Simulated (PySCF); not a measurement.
C₄H₂ClF.

```xyz
8

C      2.2301    -1.1645     0.0000
C      1.1665    -0.5890     0.0000
C     -0.0875     0.1009     0.0000
Cl    -0.0480     1.8372     0.0000
C     -1.2760    -0.5162     0.0000
F     -1.3691    -1.8387     0.0000
H      3.1753    -1.6794     0.0000
H     -2.2355     0.0081     0.0000
```

Geometry: ωB97X-D3(BJ)/def2-SVP. The structure was generated by enumeration; whether it is a known compound was not checked.

All values below come from PBE/pcSseg-1 (PySCF). Non-relativistic, no solvent.

**Question.** Give the absolute GIAO shielding of each atom: isotropic value and principal components (ppm). (The exact figures need the calculation; the answer reports its results.)

**Answer.** 
```json
[
 {"atom": "C1", "σ(iso)": "84.8", "σ11": "25.5", "σ22": "43.8", "σ33": "185.2", "span": "159.6"},
 {"atom": "C2", "σ(iso)": "101.2", "σ11": "4.2", "σ22": "9.2", "σ33": "290.2", "span": "286.0"},
 {"atom": "C3", "σ(iso)": "67.0", "σ11": "-7.3", "σ22": "94.1", "σ33": "114.2", "span": "121.5"},
 {"atom": "Cl4", "σ(iso)": "723.0", "σ11": "573.1", "σ22": "585.7", "σ33": "1010.3", "span": "437.2"},
 {"atom": "C5", "σ(iso)": "15.3", "σ11": "-78.1", "σ22": "51.8", "σ33": "72.2", "span": "150.3"},
 {"atom": "F6", "σ(iso)": "255.8", "σ11": "174.1", "σ22": "205.2", "σ33": "388.2", "span": "214.1"},
 {"atom": "H7", "σ(iso)": "27.6", "σ11": "24.2", "σ22": "24.4", "σ33": "34.3", "span": "10.1"},
 {"atom": "H8", "σ(iso)": "23.9", "σ11": "21.3", "σ22": "22.5", "σ33": "27.9", "span": "6.6"}
]
```
